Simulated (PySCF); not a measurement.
Geometries of 3 isomers of C4H9NSi2, from PBE0-D3(BJ)/def2-SVP geometry optimisation, gas phase in PySCF 2.14.0. One conformer each, no zero-point energy, no frequencies.

Question: Which is lowest in electronic energy at this level?
A.
```xyz
16
angstrom
N     -1.041    1.959   -1.732
C     -1.348    0.990   -1.170
C     -1.671   -0.187   -0.423
C     -2.100   -0.004    1.060
Si    -0.427   -0.772    0.871
C      1.124    0.237    1.046
Si     2.415   -0.123   -0.288
H     -2.229   -0.936   -0.998
H     -2.180    1.034    1.400
H     -2.953   -0.616    1.369
H     -0.308   -2.242    1.034
H      1.568    0.073    2.043
H      0.837    1.300    0.981
H      2.803   -1.567   -0.221
H      1.847    0.162   -1.637
H      3.636    0.709   -0.066
```
B.
```xyz
16
angstrom
C      1.990   -0.936    0.094
Si     0.537    0.205   -0.167
C      1.177    1.791   -0.921
N      1.561    2.782   -1.387
C     -0.926   -0.468   -1.166
Si    -2.023   -0.148    0.364
C     -0.551    0.578    1.339
H      2.730   -0.476    0.767
H      1.653   -1.882    0.545
H      2.484   -1.165   -0.863
H     -0.834   -1.520   -1.476
H     -1.189    0.130   -2.052
H     -3.137    0.818    0.126
H     -2.575   -1.398    0.969
H     -0.643    1.648    1.581
H     -0.275    0.039    2.257
```
C.
```xyz
16
angstrom
N      1.540    3.502   -0.755
C      1.159    2.408   -0.693
Si     0.587    0.638   -0.560
Si     2.519   -0.685   -0.427
C     -0.513    0.463    0.930
C     -1.983    0.792    0.843
C     -1.555   -0.632    0.959
H     -0.195    0.357   -1.801
H      2.119   -2.121   -0.305
H      3.361   -0.505   -1.647
H      3.300   -0.290    0.784
H     -0.030    0.687    1.887
H     -2.382    1.136   -0.116
H     -2.441    1.272    1.711
H     -1.712   -1.148    1.909
H     -1.662   -1.278    0.082
```

Answer: B. That is `C[Si]1(C#N)C[SiH2]C1`, 35.5 kcal/mol below the next.

| SMILES | atoms numbered as above | E (Eh) | relative (kcal/mol) | relative (kJ/mol) | dipole (D) |
| --- | --- | --- | --- | --- | --- |
| C[Si]1(C#N)C[SiH2]C1 | [CH3:1][Si:2]1([C:3]#[N:4])[CH2:5][SiH2:6][CH2:7]1 | -790.77286 | 0.0 | 0.0 | 3.78 |
| N#C[Si@@H]([SiH3])C1CC1 | [N:1]#[C:2][Si@@H:3]([SiH3:4])[CH:5]1[CH2:6][CH2:7]1 | -790.71625 | 35.5 | 148.6 | 4.04 |
| N#C[C@@H]1C[Si@@H]1C[SiH3] | [N:1]#[C:2][C@@H:3]1[CH2:4][Si@@H:5]1[CH2:6][SiH3:7] | -790.71213 | 38.1 | 159.4 | 4.28 |

As drawn, the lowest has a four-membered ring, which the highest lacks; the highest has a three-membered ring, which the lowest lacks.
